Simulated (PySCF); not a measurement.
Al(CF3)(Cl)2 (CAlCl2F3), SMILES [Cl][Al]([Cl])[C](F)(F)F.

The structure is a stationary point at PBE0-D3(BJ)/def2-SVP. The structure was generated by enumeration; whether it is a known compound was not checked.

Two levels are set side by side: PBE/def2-TZVP (PySCF) and M06-2X/def2-TZVP (PySCF). Same geometry, gas phase. Differences are taken from unrounded values.

| quantity | M06-2X |
|---|---|
| orbital gap (eV) | 9.45 |
| highest occupied level (eV) | -10.78 |
| lowest empty level (eV) | -1.33 |
| dipole moment (D) | 1.09 |
| mean polarisability (bohr³) | 58.1 |

What does PBE give, and how far is it from M06-2X? (An estimate is asked for; the answer gives what the named calculation found.)


```tsv
quantity	PBE	PBE minus M06-2X
orbital gap (eV)	5.28	-4.17
highest occupied level (eV)	-7.80	2.97
lowest empty level (eV)	-2.52	-1.20
dipole moment (D)	0.78	-0.31
mean polarisability (bohr³)	62.4	4.3
```

PBE's occupied levels lie high since its potential decays too fast outside the molecule; exact exchange lowers them and widens the gap. Loosely held outer electrons make PBE densities more polarisable. Differences between two approximate levels are no errors against the true value.

Rough cost on one machine, each run with all the roots and properties that it gave: M06-2X against PBE about 3 times.
